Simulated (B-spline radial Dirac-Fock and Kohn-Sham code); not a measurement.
Pm 3p1/2: cross section and angular parameters

System: neutral promethium, [Xe] 4f5 6s2; threshold 1471.4 eV (tabulated edge). Calculated with a radial atomic solver, using Dirac-Hartree-Slater photoionisation with a Latter tail; cross sections with all multipoles, angular parameters from the dipole term and its interference with E2.

For linearly polarised light dσ/dΩ = σ/(4π) [1 + β P₂(cos θ) + (δ + γ cos²θ) sin θ cos φ], with θ from the polarisation vector and φ the angle between the beam and the projection of the electron momentum on the plane normal to the polarisation.

| hν (eV) | σ (kb) | β | γ | δ |
| --- | --- | --- | --- | --- |
| 1486.9 | 80.2 | 0.105 | -0.330 | 0.059 |
| 2070 | 53.2 | 1.411 | 0.237 | 0.028 |
| 2530 | 39.1 | 1.536 | 0.047 | 0.007 |
| 2984.4 | 29.4 | 1.582 | -0.015 | 0.002 |
| 4000 | 16.9 | 1.602 | 0.050 | 0.002 |
| 4400 | 13.9 | 1.599 | 0.109 | 0.003 |
| 4660 | 12.4 | 1.595 | 0.151 | 0.004 |
| 4670 | 12.3 | 1.594 | 0.152 | 0.004 |
| 6060 | 6.97 | 1.561 | 0.399 | 0.011 |
| 6250 | 6.50 | 1.556 | 0.432 | 0.012 |
| 7150 | 4.76 | 1.530 | 0.586 | 0.018 |
| 8047.8 | 3.60 | 1.503 | 0.731 | 0.024 |
| 8520 | ? | ? | ? | ? |
| 12000 | 1.32 | 1.396 | 1.273 | 0.054 |

**Question.** Give the values at 8520 eV.

**Answer.** σ = 3.13 kb, β = 1.490, γ = 0.804, δ = 0.027.
